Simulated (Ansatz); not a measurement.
Coupled-cluster diagnostics for B(H2S)Cl3 (BH2SCl3), Ansatz.

Geometry of the singlet (PBE0-D4/def2-SVP):

Cartesian coordinates in Å:
```
B 0.3832 -0.1133 -0.7622
S -0.8884 0.6268 0.8195
H -1.3428 -0.5561 1.2949
H 0.0402 0.7492 1.7966
Cl -0.8458 -0.6497 -1.9643
Cl 1.3483 -1.4322 -0.0013
Cl 1.3054 1.3752 -1.1832
```

Correlated methods freeze 21 core orbitals.

(1) Estimate the CCSD(T) correlation energy, the shares of MP2 and (T), T1 and the reference's ⟨S²⟩ for: charge 0, singlet, own geometry in def2-TZVPP; and the rough time on 4 threads of Arm Neoverse V1 on a shared host.

## Answers

(1) 
```tsv
state	basis	correlation (eV)	MP2 share (%)	(T) share (%)	T1	⟨S²⟩ (pure)	wall time
charge 0, singlet, own geometry	def2-TZVPP	-26.558	89.2	4.4	0.010	0.00 (0.00)	90 s
```
Customary marks for T1 are 0.02 (closed shells), 0.045 (open shells) and about 0.05 (3d metals). T1 stays under 0.02 throughout.
